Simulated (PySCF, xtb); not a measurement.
Be(SeH)2 (BeH2Se2), SMILES [Be]([SeH])[SeH]. One conformer was computed; it need not be the lowest.

Harmonic wavenumbers (cm⁻¹) from GFN2-xTB (xtb 6.7.1) at its own minimum, in rising order: 142, 150, 185, 221, 392, 404, 871, 2133, 2137.

Q: What does B3LYP-D3(BJ)/def2-TZVP in PySCF give at its own minimum? (An estimate is asked for; the answer gives what the named calculation found.)

A: 172, 174, 198, 214, 571, 572, 912, 2391, 2391. Paired by order, the mean absolute difference is 108 cm⁻¹ and the zero-point energies are 9.5 and 10.9 kcal/mol.
